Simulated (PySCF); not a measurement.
## Working out the excitation energy of O+

O+ [He] 2s2 2p3 (4S) → O+ [He] 2s1 2p4 (4P). All numbers are calculated (PySCF 2.14, the spin-free X2C one-electron Hamiltonian (Gaussian nucleus), in x2c-TZVPPall). Frozen: 1s2. Energies in hartree (1 hartree = 27.21139 eV):

```csv
part,O+ (lower),O+ (upper)
UHF,-74.426619,-73.876674
CCSD correlation,-0.111403,-0.111815
(T),-0.001550,-0.001810
```

Problem. What does Hartree-Fock give?

Solution. (-73.876674) − (-74.426619) = 0.549945 hartree = 14.965 eV.

Problem. What do CCSD and CCSD(T) give?

Solution. The CCSD correlation energies differ by -0.000412 hartree = -0.011 eV and the triples by -0.000260 hartree = -0.007 eV, so CCSD gives 14.954 eV and CCSD(T) 14.947 eV.

Measured between the centres of the two terms (NIST): 14.870 eV, so CCSD(T) (valence) is off by 0.077 eV.

What remains against the reference includes basis incompleteness, the frozen core and higher excitations.
